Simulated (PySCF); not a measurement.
## Assigning NMR signals

Atoms are numbered as in `[F:1][C@@H:2]1[CH2:3][C@@H:4]2[CH2:5][C@H:6]1[CH2:7][C@@H:8]2[C:9]([F:10])([F:11])[F:12]`. Each H is labelled by its parent atom. Ha(C7) is cis to C2 on the ring; Ha(C3), Ha(C5) are cis to F1 on the ring; Hb(C7) is trans to C2 on the ring; Hb(C3), Hb(C5) are trans to F1 on the ring.

Fast rotation and ring inversion assumed for equivalent nuclei, in vacuum, relativity neglected, a single conformation. NMR shieldings at PBE0/pcSseg-1/GIAO; couplings computed with B3LYP/pcJ-1 (spin–dipole term only in couplings to heteroatoms); geometry from PBE0-D3(BJ)/def2-SVP; PySCF 2.14.

δ = σ(ref) − σ, references computed at the same level: 13C, 1H against TMS.

(1) Assign these signals to the numbered atoms. 13C{1H} NMR (computed): δ 133.3 (C, q, J = 341.4 Hz), 94.9 (CH, d, J = 240.7 Hz), 45.2 (CH, d, J = 20.7 Hz), 45.0 (CH, q, J = 28.4 Hz), 38.5 (CH), 38.2 (CH2), 36.7 (CH2, d, J = 21.5 Hz), 26.4 (CH2, dq, J = 7.1, 1.6 Hz).

(2) Assign these signals to the numbered atoms. 1H NMR (600 MHz, computed): δ 4.39 (ddq, J = 62.9, 7.4, 1.5 Hz, 1H), 2.37 (m, 1H), 2.24 (ddq, J = 5.2, 4.3, 1.6 Hz, 1H), 2.21 (m, 1H), 2.03 (m, 1H), 1.67 (m, 1H), 1.65 (d of q of quint, J = 11.1, 2.1, 1.2 Hz, 1H), 1.51 (m, 1H), 1.12 (m, 1H), 0.96 (ddd, J = 14.8, 6.6, 2.4 Hz, 1H).

Results:

(1) 
| δ (ppm) | atoms | environment | reason |
| --- | --- | --- | --- |
| 133.3 | C9 | CF3 carbon | 3 electronegative neighbours deshield it |
| 94.9 | C2 | sp3 CH bonded to F | pulled downfield by the heteroatom |
| 45.2 | C6 | sp3 CH in a ring | aliphatic region, no heteroatom directly attached |
| 45.0 | C8 | sp3 CH in a ring | – |
| 38.5 | C4 | sp3 CH in a ring | – |
| 38.2 | C5 | sp3 CH2 in a ring | a saturated carbon with 2 carbon neighbours and no heteroatom attached |
| 36.7 | C3 | sp3 CH2 in a ring | – |
| 26.4 | C7 | sp3 CH2 in a ring | – |

C6 and C8; C4 and C5; C5 and C3 lie closer than the usual error of such a calculation, so a measured spectrum could show them in the other order.

(2) 
```tsv
δ (ppm)	atoms	environment	reason
4.39	H(C2)	hydrogen on an sp3 CH bonded to F	its carbon carries F, hence the downfield position
2.37	Hb(C3)	hydrogen on an sp3 CH2 in a ring	–
2.24	H(C4)	hydrogen on an sp3 CH in a ring	–
2.21	H(C6)	hydrogen on an sp3 CH in a ring	–
2.03	H(C8)	hydrogen on an sp3 CH in a ring	–
1.67	Hb(C7)	hydrogen on an sp3 CH2 in a ring	far from electronegative atoms and π systems
1.65	Ha(C5)	hydrogen on an sp3 CH2 in a ring	–
1.51	Ha(C3)	hydrogen on an sp3 CH2 in a ring	–
1.12	Hb(C5)	hydrogen on an sp3 CH2 in a ring	far from electronegative atoms and π systems
0.96	Ha(C7)	hydrogen on an sp3 CH2 in a ring	–
```

H(C4) and H(C6); Hb(C7) and Ha(C5) lie closer than the usual error of such a calculation, so a measured spectrum could show them in the other order.

C–F couplings over four or more bonds (about 3 Hz to the para carbon of a fluoroarene) are left out. Common functionals overestimate the size of one-bond C–F couplings by tens of Hz; these are unscaled. Multiplet labels drop couplings under 1 Hz and merge nearly equal ones. Unscaled 3J(H,H) at this level run about 10 % above measured values. Shifts are as computed. Against solution values, carbons near 30 ppm lie about +2 ppm off and those near 130 ppm about +5 ppm. Of 1211 compounds with measured shifts, 218 miss one by over three times the rms of a fit or turn the order of signals round; such compounds aren't used in these exercises.
